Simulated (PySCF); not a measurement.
## Dipole response of Rh (rhodium, neutral)

[Kr] 4d8 5s1, high-spin 4F determinant. All numbers are calculated (PySCF 2.14, scalar relativity through the core potential, in aug-cc-pwCVTZ-PP with ECP28MDF (8s8p7d4f3g, 122 functions)). Coupled (time-dependent) response in atomic units; α is the mean over directions.

| method | mean α (bohr³) | C₆ (like pair) | S(−4) |
| --- | --- | --- | --- |
| UHF | 89.40 | 806.0 | 7229 |
| PBE | 52.65 | 455.9 | 1813 |

S(−4) is the Cauchy moment in α(ω) = α(0) + S(−4) ω² + …

Reference α: 66 ± 10 bohr³ (recommended; Schwerdtfeger and Nagle, table of static dipole polarizabilities (2023 update)). Published C₆: 708.0 (Gould and Bucko (2016)).

Spin-orbit coupling is absent.

Hartree-Fock lies above the reference because it lacks correlation, which contracts the outer shell.

α(iu) at UHF:

```csv
u (hartree),α(iu) (bohr³)
0,89.40
0.0500,74.81
0.100,52.25
0.200,27.86
0.300,18.33
0.500,10.92
0.750,7.270
1.00,5.353
1.50,3.314
2.00,2.264
3.00,1.242
5.00,0.5296
```

Energies and moments cover only the electrons outside the core potential.
